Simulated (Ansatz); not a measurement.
Compare A (`C/C(F)=C(\F)C(F)(F)F`) with its isomer B (`FC/C(F)=C\C(F)(F)F`).

Gas-phase electronic energies from Ansatz, PBE0-D4/def2-TZVP geometries. CCSD(T)/CBS is the MP2 limit (def2-TZVPP, def2-QZVPP) plus CCSD(T) − MP2 in def2-TZVPP, frozen cores. Double bonds are as drawn, so ΔE can hold a change between cis and trans. Functionals use def2-TZVPP. B3LYP here is the variant with VWN-RPA as its local correlation; programs differ in this. One conformer a species, not always the lowest.

Q: Which isomer does CCSD(T)/CBS put lower? Give the gap. (Estimate.)

A: Ansatz gave: B, by 1.7 kcal/mol.

Q: Give E(B) − E(A) in kcal/mol with B2PLYP, HF/def2-TZVPP, CCSD(T)/def2-TZVPP, CCSD(T)/def2-SVP, B3LYP, B3LYP-D4, LDA (SPW92). (Best estimate.)

A: Ansatz gave: B2PLYP -1.3, HF/def2-TZVPP -2.3, CCSD(T)/def2-TZVPP -1.5, CCSD(T)/def2-SVP 0.8, B3LYP -0.8, B3LYP-D4 -1.0, LDA (SPW92) 1.7. The order is the other way round with CCSD(T)/def2-SVP, LDA (SPW92).

Q: Does the order hold for the free energy at 298.15 K (harmonic terms from PBE0-D4)? (Best estimate.)

A: The calculation gave: Yes: G(B) − G(A) = -1.5 kcal/mol, for one conformer each. Modes under 60 cm⁻¹, often nearly free rotors, make the harmonic entropy too high.

Largest T1 diagnostic: 0.012.

At CCSD(T), def2-SVP lies +2.6 kcal/mol from the extrapolated value and def2-TZVPP +0.2 kcal/mol. Leaving LDA and LC-ωPBE aside and taking each functional with its dispersion term where it has one, the values, not all of them listed here, spread over 1.7 kcal/mol, from BHLYP-D4 to B97M-V. LDA lies +1.5 kcal/mol from PBE without D4.
